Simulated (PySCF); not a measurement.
bromocyclopropane, C3H5Br, SMILES BrC1CC1, point group Cs.

Force field and properties: B3LYP/pcSseg-1 (PySCF, grid level 2). Vibrational terms come from second-order perturbation theory with semi-diagonal cubic constants, by steps of ±0.6 along the normal coordinates of each isotopologue. The parent has the commonest isotopes.

Equilibrium geometry (Å):

```
atom        x        y        z
 Br1   2.0552  -0.9482  -0.9166
  C2   0.6389  -0.3809   0.2801
  C3  -0.7845  -0.4158  -0.1767
  C4  -0.0786   0.9073   0.0317
  H5   0.8809  -0.6699   1.2969
  H6  -0.9805  -0.7224  -1.2004
  H7  -1.5356  -0.7373   0.5419
  H8  -0.3332   1.5161   0.8968
  H9   0.1916   1.4752  -0.8544
```

An isotope shift is δ(isotopologue) − δ(parent), that is, the negative of the change in the averaged GIAO shielding; n counts bonds from the nearest label (0: the labelled atom itself). These are computed values; those of heavy atoms are rounded to 5 ppb, about the numerical noise. One-bond deuterium shifts of ¹³C at such levels come out too large, by a quarter to a half.

Task: What isotope shifts arise with ²H at 5?

Result: 
| nucleus | n | 0 K (ppb) | 100 K (ppb) |
| --- | --- | --- | --- |
| H5 | 0 | -138 | -138 |
| C2 | 1 | -415 | -415 |
| C3 | 2 | -165 | -165 |
| C4 | 2 | -165 | -165 |
| H6 | 3 | -7 | -7 |
| H7 | 3 | -10 | -10 |
| H8 | 3 | -10 | -10 |
| H9 | 3 | -7 | -7 |

Spin–orbit effects of the heavy atoms on shieldings are missing.
